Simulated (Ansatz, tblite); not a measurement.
Removing and adding an electron: SiSn4 (the lowest singlet isomer of a short search). Charge 0, multiplicity 1. Geometry: PBE-D4/def2-SVP. Ansatz, gas phase; energy differences of separate SCF runs; the oxidised species was run as a doublet alone; the reduced species was run as a doublet alone.

```xyz
5

Si    0.583   -0.437    1.385
Sn   -0.685    0.514   -1.627
Sn    0.650   -1.887   -0.766
Sn    1.357    1.651    0.053
Sn   -1.906    0.160    0.955
```

In the def2 sets Sn takes a core potential; there is no spin–orbit coupling. The xTB rows come from tblite. Correlated methods freeze 21 core orbitals; core or outer-core shells of Sn are correlated, in sets that lack core-valence functions. The rows differ in basis, and correlated rows in double-zeta sets carry the largest basis error. In CCSD on the charge 1 doublet the largest single amplitude is 0.17, so its Hartree–Fock determinant may place the open shell otherwise than the density functionals do. HOMO above LUMO, or a gap near zero within one spin, warns that the state may not be the lowest or that an electron is smeared out. The structure comes from a short search, and lower isomers may exist.

| level | −HOMO (eV) | vertical IE (eV) | −LUMO (eV) | vertical EA (eV) | HOMO–LUMO gap (eV) | IE − EA (eV) | remarks |
| --- | --- | --- | --- | --- | --- | --- | --- |
| GFN2-xTB | 8.72 | 11.32 | 7.25 | 4.59 | 1.47 | 6.72 | – |
| r2SCAN-D4/def2-TZVPD | 5.31 | – | 3.29 | 1.43 | 2.03 | – | HOMO above zero (-1 doublet) |
| PBE0-D4/def2-TZVPD | 5.78 | – | 2.73 | 1.43 | 3.05 | – | – |
| CCSD/def2-SVP | – | 7.13 | – | – | – | – | large T1 (0.026) (singlet), restricted SCF unstable (singlet), spin-contaminated (⟨S²⟩ 1.34) (+1 doublet) |
| CCSD(T)/def2-SVP | – | 7.25 | – | – | – | – | large T1 (0.026) (singlet), restricted SCF unstable (singlet), spin-contaminated (⟨S²⟩ 1.34) (+1 doublet) |

Question: Estimate the rows for GFN1-xTB, PBE-D4/def2-TZVP, PBE-D4/def2-TZVPD, r2SCAN-D4/def2-TZVP, PBE0-D4/def2-TZVP.

Answer: 
```
              level  −HOMO (eV)  vertical IE (eV)  −LUMO (eV)  vertical EA (eV)  HOMO–LUMO gap (eV)  IE − EA (eV)                                                                   remarks
           GFN1-xTB        9.40             11.73        7.77                 –                1.64             –                                                                         –
   PBE-D4/def2-TZVP        5.11              7.20        3.26                 –                1.85             –                                gap within one spin near zero (+1 doublet)
  PBE-D4/def2-TZVPD        5.11                 –        3.27              1.32                1.84             –  HOMO above zero (-1 doublet), gap within one spin near zero (-1 doublet)
r2SCAN-D4/def2-TZVP        5.31              7.26        3.29                 –                2.03             –                                                                         –
  PBE0-D4/def2-TZVP        5.78              7.22        2.73                 –                3.05             –                                                                         –
```

Run but left out: HF/def2-SVP (singlet: restricted singlet, unstable towards broken spin symmetry); MP2/def2-SVP (charge +1 doublet: ⟨S²⟩ 1.34, where a pure state has 0.75).   A HOMO above zero means that the electron is unbound at that level or that self-interaction error raises the level; the energy of removing that electron tells which. Raw xTB energy differences between charge states are shifted by several eV; the methods need an empirical correction for them.
